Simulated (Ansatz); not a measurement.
Stepwise reaction of `C[Si](C)(O)O` with ammonia, as a gas-phase model of exchange steps in deposition or etching. ΔE in kJ/mol.

Computed with Ansatz on PBE0-D4/def2-TZVP structures; ΔE is electronic, products minus reactants. CCSD(T)/CBS is the MP2 limit (def2-TZVPP, def2-QZVPP) plus CCSD(T) − MP2 in def2-TZVPP, frozen cores. This one scheme is used for every species. Functionals use def2-TZVPP. B3LYP here is the variant with VWN-RPA as its local correlation; programs differ in this. One conformer a species, not always the lowest.

```csv
step,reaction,PBE-D4,B3LYP-D4,ωB97M-V,CCSD(T)/CBS
1,`C[Si](C)(O)O` + NH₃ → `C[Si](C)(N)O` + H₂O,43.9,47.3,46.9,44.5
```

(1) Give the row of step 2, `C[Si](C)(N)O` + NH₃ → `C[Si](C)(N)N` + H₂O. (Estimate.)

(2) By hand: ΔE of the 2 steps together at CCSD(T)/CBS.

Results:

(1) Computed: 
```tsv
step	reaction	PBE-D4	B3LYP-D4	ωB97M-V	CCSD(T)/CBS
2	`C[Si](C)(N)O` + NH₃ → `C[Si](C)(N)N` + H₂O	48.6	51.5	51.5	48.0
```

(2) (44.5) + (48.0) = 92.5 kJ/mol, or 46.2 kJ/mol a step.

In ΔE the steps differ by no more than 3.5 kJ/mol. All are uphill at CCSD(T)/CBS. PBE-D4 differs from CCSD(T)/CBS by -0.6 to 0.6 kJ/mol a step. Isolated molecules leave out the surface, adducts and barriers. Largest T1 diagnostic: 0.010.
